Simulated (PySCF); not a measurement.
GeH5Si, SMILES [SiH2][GeH3], multiplicity 2. Geometry optimised at B3LYP-D3(BJ)/def2-TZVP. The isomer is the one that the SMILES or the coordinates give; other isomers of the formula were not compared.

The numbers are results of B3LYP-D3(BJ)/def2-TZVP run with PySCF, not measurements.

Harmonic wavenumbers (cm⁻¹): 116, 348, 372, 390, 585, 597, 795, 881, 882, 926, 2096, 2128, 2133, 2184, 2211. Rotational constants (GHz): 50.63, 3.770, 3.708; symmetry number 1.

**Question.** Work out the zero-point energy and the ideal-gas rigid-rotor harmonic-oscillator thermochemistry at 298.15 K and 1 atm.

**Answer.** ZPE = ½ Σ hcν = ½ × 16643 cm⁻¹ = 23.79 kcal/mol. H − E(el) = 27.61 kcal/mol. Entropy in cal/(mol K): translation 39.88, rotation 23.63, vibration 7.99, spin 1.38, total 72.89. G − E(el) = 5.88 kcal/mol. Cp = 18.80 cal/(mol K). Modes under 150 cm⁻¹ make the vibrational entropy uncertain.
